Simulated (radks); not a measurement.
Fe III, configuration [Ar] 3d6 (the NIST ground configuration). Method: non-relativistic Kohn-Sham, RPBE, spin-polarised, spherical densities, point nucleus; open shells are filled with parallel spins first; computed with a radial shooting solver on a logarithmic mesh with Libxc functionals. Some entries of the table are withheld. Estimate them.

orbital  occ.  eigenvalue (hartree)  <1/r> (bohr^-1)  r(max) (bohr)
1s down     1             -255.4804            25.52        0.03895
1s up       1             -255.4797            25.52        0.03895
2s up       1             -30.31019            5.462         0.2252
2s down     1             -30.23881            5.472         0.2251
2p up       3             -26.23246            5.413         0.1811
2p down     3             -26.17992            5.421         0.1809
3s up       1              -4.11321            1.722         0.7084
3s down     1              -3.95236            1.714         0.7095
3p up       3              -2.92315            1.597         0.7167
3p down     3              -2.76396            1.587         0.7185
3d up       5                   (1)            1.254         0.7080
3d down     1                   (2)            1.212         0.7182
4s up       0              -0.74989              (3)          2.188
4s down     0              -0.70689              (4)          2.265
4p up       0              -0.53885           0.4308            (5)
4p down     0              -0.50599           0.4169            (6)

Answer. 
(1) 3d up eigenvalue (hartree): -1.00260
(2) 3d down eigenvalue (hartree): -0.85571
(3) 4s up <1/r> (bohr^-1): 0.5171
(4) 4s down <1/r> (bohr^-1): 0.4985
(5) 4p up r(max) (bohr): 2.617
(6) 4p down r(max) (bohr): 2.663
